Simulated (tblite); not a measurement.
Species: C₄H₉F₃OSi₂.
Numbering: `[CH2:1]=[CH:2][Si@@H:3]([O:4][CH2:5][SiH3:6])[C:7]([F:8])([F:9])[F:10]` (hydrogens: H11, H12 on C1; H13 on C2; H14 on Si3; H15, H16 on C5; H17, H18, H19 on Si6)

Computed with GFN2-xTB (tblite), gas phase: L-BFGS steps from a force-field or distance-geometry start until the largest atomic force falls under 0.01 eV/Å.

Step 58: E = -949.1241 eV
```
atom  x, y, z in Å  |  force x, y, z in eV/Å
C1     -2.7050   -2.0805   -0.0137    0.014   0.033  -0.019
C2     -1.7769   -1.2157   -0.3928    0.002   0.017  -0.044
Si3    -0.9103   -0.0054    0.7449   -0.053  -0.111  -0.038
O4      0.6555   -0.2333    0.4714   -0.015  -0.018   0.028
C5      1.8177    0.5253    0.7895   -0.018  -0.005   0.034
Si6     3.2599   -0.2346   -0.2095   -0.017  -0.004  -0.029
C7     -1.3519    1.7627    0.0371   -0.001   0.039  -0.030
F8     -0.8880    2.7808    0.7984    0.029   0.011   0.029
F9     -0.8041    1.9490   -1.1852   -0.008   0.032  -0.014
F10    -2.6709    1.9916   -0.1116   -0.049   0.024  -0.006
H11    -3.0178   -2.1706    1.0132    0.011   0.001  -0.005
H12    -3.1968   -2.7347   -0.7157   -0.010  -0.026   0.006
H13    -1.5173   -1.1711   -1.4478    0.007  -0.017   0.098
H14    -1.3414    0.0421    2.1430    0.054   0.017  -0.042
H15     1.9802    0.4748    1.8684    0.010  -0.016   0.004
H16     1.6491    1.5743    0.5405   -0.012   0.022   0.005
H17     3.3093    0.3829   -1.5353   -0.010  -0.022   0.025
H18     4.4860    0.0426    0.5381    0.063   0.020  -0.014
H19     3.0131   -1.6711   -0.3103    0.006   0.003   0.012
```

Step 59: E = -949.1256 eV
```
atom  x, y, z in Å  |  force x, y, z in eV/Å
C1     -2.6983   -2.0805   -0.0175   -0.003   0.023  -0.023
C2     -1.7708   -1.2142   -0.3930    0.025  -0.003  -0.042
Si3    -0.9140   -0.0008    0.7473   -0.044  -0.082  -0.043
O4      0.6519   -0.2308    0.4767   -0.012  -0.003   0.033
C5      1.8158    0.5253    0.7930    0.011  -0.014   0.033
Si6     3.2522   -0.2388   -0.2109   -0.010  -0.004  -0.057
C7     -1.3515    1.7696    0.0400   -0.011   0.024  -0.025
F8     -0.8852    2.7888    0.7985    0.038   0.000   0.019
F9     -0.8069    1.9513   -1.1846   -0.009   0.040  -0.002
F10    -2.6707    2.0004   -0.1051   -0.049   0.022  -0.011
H11    -3.0250   -2.1627    1.0050    0.001  -0.001   0.012
H12    -3.1752   -2.7423   -0.7220   -0.030  -0.041   0.007
H13    -1.4969   -1.1862   -1.4443    0.017   0.015   0.079
H14    -1.3506    0.0426    2.1437    0.053   0.021  -0.039
H15     1.9861    0.4680    1.8702   -0.009  -0.008   0.017
H16     1.6506    1.5765    0.5495   -0.019   0.002   0.006
H17     3.2873    0.3694   -1.5420   -0.009  -0.025   0.030
H18     4.4853    0.0507    0.5217    0.047   0.009  -0.018
H19     3.0063   -1.6773   -0.3034    0.015   0.026   0.023
```

Problem. Estimate the geometry and energy of step 60. (The exact step hangs on the optimiser's Hessian estimate; all steps are aligned on step 59, rigid shifts and turns removed.)

Solution. E = -949.1267 eV, largest force 0.058 eV/Å
```
atom  x, y, z in Å  |  force x, y, z in eV/Å
C1     -2.6931   -2.0799   -0.0223   -0.016   0.006  -0.011
C2     -1.7651   -1.2131   -0.3939    0.020  -0.035  -0.016
Si3    -0.9178    0.0015    0.7496   -0.019  -0.020  -0.043
O4      0.6487   -0.2294    0.4838    0.000   0.006   0.033
C5      1.8144    0.5253    0.7964    0.026  -0.017   0.024
Si6     3.2453   -0.2426   -0.2128    0.003   0.001  -0.049
C7     -1.3519    1.7751    0.0419   -0.021   0.004  -0.012
F8     -0.8829    2.7951    0.7983    0.033  -0.020   0.004
F9     -0.8095    1.9532   -1.1842   -0.012   0.046   0.007
F10    -2.6718    2.0073   -0.1008   -0.030   0.023  -0.012
H11    -3.0298   -2.1566    0.9973   -0.008   0.000   0.013
H12    -3.1590   -2.7487   -0.7273   -0.038  -0.043   0.007
H13    -1.4784   -1.1970   -1.4402    0.030   0.037   0.028
H14    -1.3546    0.0449    2.1451    0.042   0.020  -0.028
H15     1.9925    0.4637    1.8718   -0.026  -0.001   0.029
H16     1.6507    1.5780    0.5562   -0.021  -0.020   0.011
H17     3.2680    0.3583   -1.5466   -0.006  -0.020   0.015
H18     4.4847    0.0560    0.5082    0.023  -0.002  -0.028
H19     2.9998   -1.6820   -0.2977    0.020   0.033   0.028
```

The energy changes by -0.0011 eV. The first-order estimate −F·Δx gives -0.0016 eV and the mean of the old and new forces, exact on a quadratic surface, -0.0011 eV. The step makes an angle of 81° with the force vector and moves no atom by more than 0.023 Å.

What follows is the cost of the whole relaxation. The run took 8.0 s on Intel Xeon at 2.50 GHz, one thread, shared host.
